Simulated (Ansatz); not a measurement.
Frontier orbitals of C2H7BO (`CCBO`).

Charge 0, multiplicity 1. Geometry: relaxed with PBE0-D4/def2-TZVP. It is one conformer, not always the lowest. Basis def2-TZVPP, Ansatz.

Orbital energies of one run (eV). Highest occupied ones, from the top: -10.61, -11.92, -12.42, -12.79, -13.10, -14.19, -15.08, -15.24, -18.39, -20.06, -23.93, -31.54, -187.99, -280.87. Empty: 1.97, 2.19, 2.89, 3.46, 3.91, 4.62.

Problem. Which functional gave them?
A. BHLYP
B. ωB97M-V
C. LC-ωPBE
D. BLYP

Solution. B. HOMO energies: ωB97M-V -10.61, BHLYP -9.69, LC-ωPBE -11.08, BLYP -6.80 eV.

LC-ωPBE has ω = 0.4 bohr⁻¹.
